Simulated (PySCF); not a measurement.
## C₆ coefficients of unlike pairs at UHF

Calculated with PySCF 2.14 from the dipole response of each species, C₆(A,B) = (3/π) ∫ α_A(iu) α_B(iu) du, in atomic units, from isotropic polarisabilities. For ions this is the dispersion term alone; charge-induced terms of lower order in 1/R come first.

```json
{"species": "Pb²⁺", "configuration": "[Xe] 4f14 5d10 6s2 (1S)", "basis": "aug-cc-pVQZ-PP with ECP60MDF (7s7p5d3f2g)", "relativity": "core potential", "α (bohr³)": "15.58", "C₆ (like pair)": "105.3"}
{"species": "Cl", "configuration": "[Ne] 3s2 3p5 (2P)", "basis": "aug-cc-pVTZ-DK (6s5p3d2f)", "relativity": "spin-free X2C", "α (bohr³)": "13.90", "C₆ (like pair)": "87.86"}
{"species": "S³⁺", "configuration": "[Ne] 3s2 3p1 (2P)", "basis": "aug-cc-pwCVTZ (8s7p5d3f)", "relativity": "none", "α (bohr³)": "5.584", "C₆ (like pair)": "15.11"}
{"species": "V⁺", "configuration": "[Ar] 3d4 (5D)", "basis": "aug-cc-pVDZ-DK (7s6p4d2f)", "relativity": "spin-free X2C", "α (bohr³)": "11.91", "C₆ (like pair)": "42.51"}
```

Problem. Estimate C₆ for V⁺ with Pb²⁺.

Solution. The integral gives 66.54. The combination rule 2 C_A C_B / (C_A α_B/α_A + C_B α_A/α_B) gives 65.77 and the geometric mean 66.90.

No spin-orbit coupling is included.

The other pairs:

```csv
pair,C₆
"S³⁺, Pb²⁺",39.73
"V⁺, Cl",60.34
"V⁺, S³⁺",25.02
"Cl, Pb²⁺",95.59
"S³⁺, Cl",36.39
```
